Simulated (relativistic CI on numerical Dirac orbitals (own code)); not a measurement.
**Electric-dipole transitions in V7+**

Method of calculation: Dirac-Coulomb-Breit CI, separate exchange-only KLI orbitals for each configuration, model QED, valence Slater integrals scaled by 0.9, configuration energies shifted to the measured levels that pair with them (semi-empirical) (own radial code, finite nucleus).

Configuration list (outside the closed core [Ne]): 3s2.3p4, 3s.3p5, 3s2.3p3.3d, 3s2.3p3.4s, 3s2.3p3.4d, 3p6, 3s2.3p2.3d2, 3s.3p4.3d, 3p4.3d2, 3p5.3d, 3s.3p3.3d2, 3s2.3p3.4p, 3s2.3p2.3d.4s, 3s2.3p2.3d.4p, 3p5.4s, 3p5.4p, 3s.3p4.4s, 3s.3p3.3d.4s, 3s2.3p3.4f, 3s.3p4.4p, 3s.3p3.3d.4p, 3s2.3p3.5s, 3s2.3p2.4s2, 3s2.3p3.5p, 3s2.3p3.5d, 3s2.3p2.4s.4p, 3s.3p4.4d, 3p4.3d.4s, 3s2.3p3.5f, 3s2.3p3.5g. Levels of other configurations are missing.

| λ vac (nm) | Lower | Upper | A (s⁻¹) | E lower (cm⁻¹) | E upper (cm⁻¹) |
| --- | --- | --- | --- | --- | --- |
| 11.079 | 3s2.3p4 3P_2 [1] | 3s2.3p3.4d 3P°_2 [323] | 2.62e+10 | 0 | 902598 |
| 11.306 | 3s2.3p4 1D_2 [4] | 3s2.3p3.4d 1F°_3 [349] | 6.30e+10 | 26646 | 911149 |
| 11.340 | 3s2.3p4 1D_2 [4] | 3s2.3p3.4d 1D°_2 [346] | 2.98e+10 | 26646 | 908453 |
| 11.459 | 3s2.3p4 3P_2 [1] | 3s2.3p3.4d 3D°_3 [293] | 3.21e+10 | 0 | 872655 |
| 13.575 | 3s2.3p4 3P_2 [1] | 3s2.3p3.4s 3P°_2 [142] | 1.40e+10 | 0 | 736638 |
| 13.959 | 3s2.3p4 1D_2 [4] | 3s2.3p3.4s 1P°_1 [155] | 4.15e+10 | 26646 | 743054 |
| 14.084 | 3s2.3p4 3P_2 [1] | 3s2.3p3.4s 3D°_3 [128] | 2.23e+10 | 0 | 710044 |
| 14.491 | 3s2.3p4 1D_2 [4] | 3s2.3p3.4s 1D°_2 [131] | 5.78e+10 | 26646 | 716747 |
| 14.617 | 3s2.3p4 3P_2 [1] | 3s2.3p3.4s 3S°_1 [107] | 4.73e+10 | 0 | 684138 |
| 14.746 | 3s2.3p4 3P_1 [2] | 3s2.3p3.4s 3S°_1 [107] | 2.41e+10 | 6003 | 684138 |
| 19.946 | 3s2.3p4 3P_2 [1] | 3s2.3p3.3d 3D°_2 [44] | 3.81e+10 | 0 | 501354 |
| 19.972 | 3s2.3p4 1D_2 [4] | 3s2.3p3.3d 1F°_3 [47] | 1.80e+11 | 26646 | 527357 |
| 20.087 | 3s2.3p4 3P_1 [2] | 3s2.3p3.3d 3D°_1 [45] | 6.62e+10 | 6003 | 503843 |
| 20.104 | 3s2.3p4 3P_2 [1] | 3s2.3p3.3d 3D°_3 [42] | 1.62e+11 | 0 | 497426 |
| 20.147 | 3s2.3p4 3P_0 [3] | 3s2.3p3.3d 3D°_1 [45] | 9.09e+10 | 7503 | 503843 |
| 20.188 | 3s2.3p4 3P_1 [2] | 3s2.3p3.3d 3D°_2 [44] | 1.22e+11 | 6003 | 501354 |
| 20.213 | 3s2.3p4 1S_0 [5] | 3s2.3p3.3d 1P°_1 [51] | 1.43e+11 | 57387 | 552119 |
| 20.394 | 3s2.3p4 1D_2 [4] | 3s2.3p3.3d 1D°_2 [46] | 1.26e+11 | 26646 | 516991 |
| 20.733 | 3s2.3p4 3P_2 [1] | 3s2.3p3.3d 3S°_1 [41] | 4.81e+10 | 0 | 482314 |
| 20.995 | 3s2.3p4 3P_1 [2] | 3s2.3p3.3d 3S°_1 [41] | 4.38e+10 | 6003 | 482314 |
| 21.061 | 3s2.3p4 3P_0 [3] | 3s2.3p3.3d 3S°_1 [41] | 1.79e+10 | 7503 | 482314 |
| 21.315 | 3s2.3p4 3P_2 [1] | 3s2.3p3.3d 3P°_1 [39] | 6.07e+10 | 0 | 469161 |
| 21.479 | 3s2.3p4 3P_2 [1] | 3s2.3p3.3d 3P°_2 [38] | 9.32e+10 | 0 | 465562 |
| 21.501 | 3s2.3p4 3P_1 [2] | 3s2.3p3.3d 3P°_0 [40] | 1.24e+11 | 6003 | 471100 |
| 21.591 | 3s2.3p4 3P_1 [2] | 3s2.3p3.3d 3P°_1 [39] | 2.40e+10 | 6003 | 469161 |
| 21.661 | 3s2.3p4 3P_0 [3] | 3s2.3p3.3d 3P°_1 [39] | 3.12e+10 | 7503 | 469161 |
| 21.760 | 3s2.3p4 3P_1 [2] | 3s2.3p3.3d 3P°_2 [38] | 2.50e+10 | 6003 | 465562 |
| 23.407 | 3s2.3p4 1D_2 [4] | 3s2.3p3.3d 1P°_1 [36] | 7.02e+10 | 26646 | 453877 |
| 37.876 | 3s2.3p4 1D_2 [4] | 3s.3p5 1P°_1 [9] | 1.23e+10 | 26646 | 290662 |
| 46.006 | 3s2.3p4 3P_2 [1] | 3s.3p5 3P°_2 [6] | 2.68e+09 | 0 | 217362 |

Terms are leading LS components. Brackets give the number of a level in order of energy, since labels repeat. The list gives strong lines, with weight on those to low levels, without configurations that were not tied to measured data, without lines whose two gauges differ by over a factor of 2.5, among the lowest 400 of 1887 levels, so that lines to higher ones, which can be the strongest, are missing, and without 1 line that miss the measured interval by over 7 %, start from a term whose rates miss tabulated ones by over 60 %, have gauges far apart or, lacking measured levels, span too small a gap for the errors found; lines with a level outside our table were not tested and can miss by more. Levels whose partners in the same complex of configurations lie outside the list can be far off, and so can their lines. Rates are taken at the computed energies, electric ones in the length gauge.

Configurations whose levels could be paired with our table of measured levels were shifted onto them, all but the ground configuration, by the median error of their levels; single terms can still be off by 1,000 to 2,000 cm⁻¹ or more, and rates follow the energies as ν³ (E1, M1) or ν⁵ (E2). The others borrow a shift and can be off by several thousand cm⁻¹ or more. 24 of the 27 excited levels that our extract of the measured tables holds in this range could be paired (the sources list more); they are missed by 3361 cm⁻¹ on average and 29826 at most, after the shifts were fitted to these levels, and levels without a partner can miss by more.

Problem. From the table, what is the radiative lifetime of 3s2.3p3.3d 3S°_1?

Solution. The listed rates from this level add up to about 1.10e+11 s⁻¹, 99 % of its decay; with all channels τ = 9.06e-12 s.
